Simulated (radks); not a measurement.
Spherical quantum dot in the effective-mass picture: electrons in a hard-walled sphere of radius 1.5, with a point charge +1 (a donor) at the centre, all in effective atomic units (hartree* = m*/eps^2 hartree, bohr* = eps/m* bohr), one dielectric constant everywhere. Calculated with a radial shooting solver with Libxc functionals: non-relativistic Kohn-Sham, PBE, spin-polarised, spherical densities. Levels are named by radial order and angular momentum (1s, 1p, 1d, 2s, ...), and open shells are averaged over m. Results are scaled to m* = 0.037 and eps = 5.9, for which hartree* = 28.92 meV and bohr* = 8.438 nm.

N = 29, configuration 1s2 1p6 1d10 2s2 1f(up 7, down 2). This is the lowest configuration that the search found. Occupied and some empty levels:

level,occupation,eigenvalue (meV),<r> (nm)
1s up,1,783.47,7.598
1s down,1,786.87,7.551
1p up,3,828.29,8.349
1p down,3,832.35,8.330
1d up,5,894.71,8.792
1d down,5,899.11,8.783
2s up,1,964.71,5.645
2s down,1,966.28,5.669
1f up,7,981.19,9.120
1f down,2,985.80,9.115
1g up,0,1086.3,9.379
1g down,0,1091.0,9.376
2p up,0,1099.7,6.595
2p down,0,1101.7,6.595
2d up,0,1242.3,7.196
2d down,0,1244.8,7.191

Energy (meV): total 15663.8, kinetic 6639.3, external -934.71, Hartree 10926, exchange-correlation -966.63.
